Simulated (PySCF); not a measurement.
C3H9BO2S, SMILES OB(CCSC)O, GFN2-xTB optimised geometry.

```
16

C      2.11    -0.08    -1.59
S      1.78    -0.89     0.00
C     -0.05    -0.89     0.00
C     -0.70     0.50     0.00
B     -0.30     1.47     1.22
O     -1.21     2.40     1.58
O      0.88     1.43     1.88
H      3.18    -0.17    -1.77
H      1.83     0.97    -1.55
H      1.56    -0.60    -2.37
H     -0.32    -1.44     0.90
H     -0.36    -1.47    -0.87
H     -1.78     0.36     0.00
H     -0.46     1.00    -0.94
H     -0.92     2.97     2.29
H      1.50     0.75     1.60
```

Density from PBE/def2-TZVP (PySCF 2.14.0) at that geometry.

Minimum of the electron density along straight lines between bonded atoms, close to the bond critical point (lines longer than 1.1 times the sum of covalent radii, or with two minima, are not listed):

```csv
bond,length / Å,ρ at the minimum / e bohr⁻³,∇²ρ there / e bohr⁻⁵,position (fraction from the first atom)
C1–S2,1.816,0.178,-0.28,0.47
S2–C3,1.830,0.175,?,0.53
C3–C4,1.524,?,-0.56,0.51
C4–B5,1.611,0.177,?,0.66
B5–O6,1.351,0.215,0.96,0.33
B5–O7,1.352,0.215,0.95,0.33
C1–H8,1.085,0.280,-0.95,0.64
C1–H9,1.086,0.281,-0.96,0.64
C1–H10,1.086,0.279,-0.95,0.64
C3–H11,1.090,0.279,-0.95,0.64
C3–H12,1.092,0.279,-0.94,0.64
C4–H13,1.091,0.273,-0.89,0.64
C4–H14,1.093,0.270,-0.88,0.64
O6–H15,0.958,0.362,-2.46,0.80
O7–H16,0.963,0.353,-2.40,0.81
```

**Question.** Fill in the missing entries.

**Answer.** 
- S2–C3, ∇²ρ there / e bohr⁻⁵: -0.26
- C3–C4, ρ at the minimum / e bohr⁻³: 0.241
- C4–B5, ∇²ρ there / e bohr⁻⁵: -0.37
